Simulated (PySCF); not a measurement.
This PySCF input asks for the NMR shieldings of SMILES CC[P@@H](=O)C(C)(C)C, C6H15OP; the geometry comes from GFN2-xTB.

```python
import basis_set_exchange as bse
import numpy as np
from pyscf import gto, dft
from pyscf.prop import nmr

atoms = """
C     3.185939    0.173551   -0.246831
C     1.832922    0.270342    0.444038
P     0.561282   -0.305838   -0.749368
O     0.819263   -1.653677   -1.259941
C    -1.135101   -0.068728   -0.032867
C    -1.260645   -1.005205    1.161981
C    -1.370431    1.381713    0.363363
C    -2.088992   -0.490180   -1.146459
H     3.337267   -0.840032   -0.613791
H     3.995374    0.425008    0.436046
H     3.223604    0.851393   -1.098804
H     1.797519   -0.399608    1.307640
H     1.631108    1.288629    0.774539
H     0.609533    0.682702   -1.741419
H    -2.290608   -1.046747    1.513153
H    -0.631113   -0.670539    1.985263
H    -0.951193   -2.009122    0.873852
H    -0.734388    1.668060    1.198088
H    -2.407591    1.521092    0.664332
H    -1.165046    2.046652   -0.473924
H    -1.973073    0.161195   -2.012797
H    -1.866234   -1.510018   -1.455554
H    -3.124146   -0.443660   -0.811358
"""
names = dict.fromkeys(["C", "P", "O", "H"], "pcSseg-1")
basis = {el: gto.basis.parse(bse.get_basis(n, elements=[el], fmt="nwchem")) for el, n in names.items()}
mol = gto.M(atom=atoms, basis=basis, charge=0, verbose=0)
mf = dft.RKS(mol, xc="PBE0")
mf.grids.level = 2
mf.grids.alignment = dft.numint.BLKSIZE   # the property module wants whole blocks of grid points
mf.conv_tol = 1e-9
mf.kernel()

calc = nmr.RKS(mf)   # GIAO
C = mf.mo_coeff
Co = C[:, mf.mo_occ > 0]
resp = mf.gen_response(singlet=True, hermi=2)
def vind(x):   # induced exchange potential for any number of trial vectors
    d = np.einsum("pi,xij,qj->xpq", C, 2 * x.reshape(-1, C.shape[1], Co.shape[1]), Co, optimize=True)
    return np.einsum("xpq,pi,qj->xij", resp(d - d.transpose(0, 2, 1)), C, Co, optimize=True).ravel()
mo1, _ = nmr.rhf.solve_mo1(calc, with_cphf=vind)
sigma = calc.kernel(mo1)
for i, s in enumerate(sigma):   # ppm
    print("%2d %-2s %9.2f" % (i, mol.atom_pure_symbol(i), np.trace(s) / 3))
```

Problem. What are the results?

Solution. 
```
 0 C     177.62
 1 C     165.42
 2 P     292.59
 3 O     262.24
 4 C     152.48
 5 C     164.60
 6 C     162.50
 7 C     160.51
 8 H      29.80
 9 H      30.27
10 H      30.78
11 H      30.26
12 H      30.54
13 H      25.22
14 H      30.80
15 H      30.93
16 H      29.90
17 H      31.02
18 H      30.66
19 H      30.88
20 H      30.76
21 H      29.69
22 H      30.86
```

These numbers come from an equivalent density-fitted implementation of the same equations, which agrees with the script to about 0.01 ppm for H and up to a few tenths of a ppm for heavy atoms, so last digits may differ.

Problem. Turn these shieldings into chemical shifts. References, each an isolated molecule treated in the same way: TMS for ¹³C (σ = 186.93 ppm), ¹H (σ = 31.72 ppm); ³¹P (σ = 318.38 ppm) against H3PO4; ¹⁷O (σ = 336.08 ppm) against H2O.

Solution. Averaging equivalent atoms: C 4: 34.4; C 5/6/7: 24.4; C 1: 21.5; C 0: 9.3; P 2: 25.8; O 3: 73.8; H 13: 6.49; H 11: 1.46; H 8/9/10: 1.43; H 12: 1.18; H 14/15/16/17/18/19/20/21/22: 1.10 ppm. Experimental scales use liquid or dissolved standards, which lie at an offset from isolated H2O (liquid H2O: subtract about 36 ppm) and H3PO4.

Size and cost of the density-fitted run: 218 basis functions, roughly 2.1 core-minutes.
